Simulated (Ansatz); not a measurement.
AlBH₇NSi. The species carries charge 0 and has multiplicity 1. The bonds changed during the relaxation, so this is another structure than the one it started from.

Z-matrix (Å, degrees):
```
B
Al 1 2.222
Si 1 1.859 2 82.5
H 1 1.195 2 106.7 3 120.1
H 1 1.220 2 73.4 3 -124.1
N 2 1.766 1 113.7 3 -120.2
H 2 1.582 1 123.4 3 83.1
H 3 1.484 1 123.9 2 103.7
H 3 1.487 1 125.1 2 -68.1
H 6 1.007 2 124.7 1 21.0
H 6 1.008 2 124.5 1 -152.0
```

Question: List the harmonic frequencies (cm⁻¹, unscaled) at PBE0-D4/def2-TZVP in Ansatz. (An estimate is asked.)

Answer: The calculation gave: 73, 147, 186, 260, 326, 375, 386, 422, 490, 520, 565, 662, 723, 732, 775, 819, 839, 952, 1118, 1564, 1933, 2226, 2247, 2454, 2640, 3603, 3697.

Question: Is this a minimum?

Answer: Yes, all 27 modes are real.

Question: Give the ideal-gas thermochemistry at 298.15 K and 1 bar (rigid rotor, harmonic oscillator; point group C1, symmetry number 1).

Answer: Zero-point energy 183.8 kJ/mol; H(298) − E = 207.1 kJ/mol; entropy 352.2 J/(mol·K), of which translation 164.5, rotation 110.5, vibration 77.2; G(298) − E = 102.1 kJ/mol. Modes under 100 cm⁻¹ are hindered rotations or soft bends, so the harmonic entropy is rough.

Question: And at 400, 500, 600, 800 and 1000 K?

Answer: 
| T (K) | H − E (kJ/mol) | S (J/mol/K) | G − E (kJ/mol) |
| --- | --- | --- | --- |
| 400 | 221.1 | 392.6 | 64.1 |
| 500 | 236.8 | 427.4 | 23.0 |
| 600 | 253.8 | 458.4 | -21.3 |
| 800 | 290.9 | 511.6 | -118.4 |
| 1000 | 331.1 | 556.5 | -225.4 |

Question: Rotational constants (cm⁻¹)?

Answer: 0.3136, 0.07249, 0.07037.
